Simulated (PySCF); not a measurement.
Work out the structure from these simulated measurements.

Formula: C2H5N3Si.

| Property | Result |
| --- | --- |
| Dipole | 4.35 D [wB97X-D/def2-SVPD] |
| Triplet | lowest triplet excitation (Tamm–Dancoff): 4.56 eV [TDA wB97X-D/def2-SVPD] |
| 13C NMR | chemical shifts (computed TMS as zero) by class: 145.1 (1 C), 127.1 (1 C) ppm [GIAO PBE0/pcSseg-1] |
| Rotational structure | rotational constants A, B, C: 9.109, 1.962, 1.645 GHz [GFN2-xTB] |
| NMR, other nuclei | isotropic shieldings of nuclei other than C and H, by class: -143 (1 N), -118 (1 N), 5 (1 N), 437 (1 Si) ppm [GIAO PBE0/pcSseg-1] |
| XPS | Si2p3/2 107.4, C1s 291.2, C1s 291.4, N1s 405.5, N1s 406.2, N1s 407.5, Si1s 1847.1 eV [ΔSCF SCAN, pcX-2 on the ionised atom, pcseg-1 elsewhere, spin-free X2C, 2p3/2 from a spin–orbit splitting computed afterwards within the 2p shell] |
| Polarisability | 68.5 au [wB97X-D/def2-SVPD] |
| 1H NMR | chemical shifts (computed TMS as zero) by class: 11.14 (1 H), 8.01 (1 H), 4.63 (3 H) ppm [GIAO PBE0/pcSseg-1] |
| UV, first state | lowest singlet excitation: 5.67 eV (219 nm, f = 0.006) [TDDFT wB97X-D/def2-SVPD] |

Electronic properties: PySCF, gas phase, density fitting. Levels stand in brackets. Isolated species at its GFN2-xTB geometry, gas phase. GFN2-xTB frequencies show an imaginary mode (24i cm⁻¹), so this geometry is no minimum at that level. NMR classes are plain means over equivalent atoms (diastereotopic ones count apart unless rotation or inversion swaps them), as if these changed places fast.

Question: Propose a structure and show how it fits.

Answer: Numbering: `[SiH3:1][c:2]1[cH:3][n:4][n:5][nH:6]1`. Its formula, C2H5N3Si, gives 3 degrees of unsaturation: 1 ring and 2 π bonds in the structure found (Kekulé form). 2 carbons fall into 2 classes; from least to most shielded: aromatic CH next to a ring nitrogen [C3] (145.1 ppm), substituted aromatic carbon [C2] (127.1 ppm). Hydrogen classes from least to most shielded: 1 H on a pyrrole-type nitrogen, N6 (11.14 ppm), 1 H on an aromatic CH next to a ring nitrogen, C3 (8.01 ppm), 3 H on an SiH3 silicon, Si1 (4.63 ppm). The other shieldings belong to: -143 ppm, pyridine-type nitrogen [N5]; -118 ppm, pyridine-type nitrogen [N4]; 5 ppm, pyrrole-type nitrogen [N6]; 437 ppm, SiH3 silicon [Si1]. The core levels belong to: Si2p3/2 107.4 eV, SiH3 silicon [Si1]; C1s 291.2 eV, aromatic CH next to a ring nitrogen [C3]; C1s 291.4 eV, substituted aromatic carbon [C2]; N1s 405.5 eV, pyridine-type nitrogen [N4]; N1s 406.2 eV, pyridine-type nitrogen [N5]; N1s 407.5 eV, pyrrole-type nitrogen [N6]; Si1s 1847.1 eV, SiH3 silicon [Si1]. By its constants the optimised geometry is an asymmetric top. Structure: `[SiH3]c1cnn[nH]1`. Computed isomers that give other values at the same levels: `[SiH3]c1nnc[nH]1` (13C chemical shifts (computed TMS as zero) by class: 146.0 (1 C), 143.1 (1 C) ppm); `[SiH3]n1ccnn1` (13C chemical shifts (computed TMS as zero) by class: 138.5 (1 C), 133.8 (1 C) ppm); `[SiH3]n1nccn1` (13C chemical shifts (computed TMS as zero) by class: 141.7 (2 C) ppm). The assignments are read from this structure; whether some other isomer fits the data as well wasn't checked.
